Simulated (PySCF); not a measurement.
**Electronic structure of Te+ (tellurium, charge +1) at the r2SCAN level**

Configuration: [Kr] 4d10 5s2 5p2 6s1, high-spin 4P determinant (an excited configuration). All numbers are calculated (PySCF 2.14, a scalar-relativistic core potential, in aug-cc-pwCVDZ-PP with ECP28MDF).

```
Total energy                                                  : -267.3788 hartree
One-electron energy                                           : -455.6549 hartree
Hartree (Coulomb) energy                                      : 208.7088 hartree
Exchange-correlation energy                                   : -20.4327 hartree
⟨S²⟩                                                          : 3.7532
⟨L²⟩                                                          : 2.974
Sum of ⟨r⟩                                                    : 29.89 bohr
Sum of ⟨r²⟩                                                   : 64.72 bohr²
Traceless quadrupole moment −½Σ⟨3z² − r²⟩ along its main axis : -3.82 e·bohr²
```

```csv
shell,electrons,mean orbital energy (hartree),spread (hartree),"rms radius, mean of both spins (bohr)"
4s α,1,-6.71307,0,0.819
4s β,1,-6.70572,0,0.819
4p α,3,-4.84033,0.01838,0.882
4p β,3,-4.83365,0.02445,0.882
4d α,5,-2.04079,0.01716,1.05
4d β,5,-2.02886,0.02604,1.05
5s α,1,-1.03295,0,2.11
5s β,1,-0.95104,0,2.11
5p α,2,-0.64930,0,2.53
6s α,1,-0.25048,0,5.10
```

Energies and moments cover only the electrons outside the core potential. The outer electron is Rydberg-like, and this basis confines it to a smaller radius and binds it less than a complete one would.
